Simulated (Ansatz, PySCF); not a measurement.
Species: chloro(trimethoxy)silane, C3H9ClO3Si, charge 0, multiplicity 1. SMILES: CO[Si](Cl)(OC)OC
Structure (B3LYP-D3(BJ)/def2-TZVP (Ansatz, a first-principles code) minimum search):
```
Si
O 1 1.6185
C 2 1.4230 1 125.35
H 3 1.0890 2 107.74 1 175.98
H 3 1.0919 4 109.31 2 120.55
H 3 1.0926 4 109.02 5 119.33
O 1 1.6194 2 109.39 3 -176.65
C 7 1.4250 1 124.11 2 53.21
H 8 1.0889 7 107.63 1 177.18
H 8 1.0917 9 109.27 7 -120.28
H 8 1.0931 9 109.03 10 -119.11
O 1 1.6268 2 107.59 3 -52.68
C 12 1.4220 1 125.65 2 173.34
H 13 1.0891 12 107.80 1 177.82
H 13 1.0922 14 109.18 12 -120.40
H 13 1.0929 14 109.05 15 -118.92
Cl 1 2.0566 2 111.53 3 66.58
```
Charge 0, spin multiplicity 1.

Quantity: atomisation energy (electronic, to ground-state atoms), in eV. Cores are frozen in the correlated levels unless marked. Open shells are spin-unrestricted. No spin-orbit coupling. No relativistic terms. The coupled-cluster limit lacks core correlation, which all-electron functionals hold. CBS(X,Y): correlation extrapolated as X^-3; Hartree-Fock from the larger set. [CCSD(T)-MP2]/basis is that difference in the basis named.

| level | program | atomisation energy (eV) | minus last row |
|---|---|---|---|
| HF/STO-3G | Ansatz | 56.92 | -13.50 |
| PBE/def2-TZVPD | Ansatz | 70.70 | 0.28 |
| BLYP-D4/def2-TZVPD | Ansatz + dftd4 | 69.72 | -0.70 |
| TPSSh/def2-TZVPD | PySCF | 69.44 | -0.98 |
| HSE06/def2-TZVPD | Ansatz | 69.57 | -0.85 |
| B2GP-PLYP-D3(BJ)/def2-TZVPD | Ansatz + dftd3 | 69.27 | -1.15 |
| RI-MP2/CBS(cc-pV(T+d)Z,cc-pV(Q+d)Z)+[CCSD(T)-MP2]/cc-pV(D+d)Z | Ansatz | 70.42 | 0.00 |
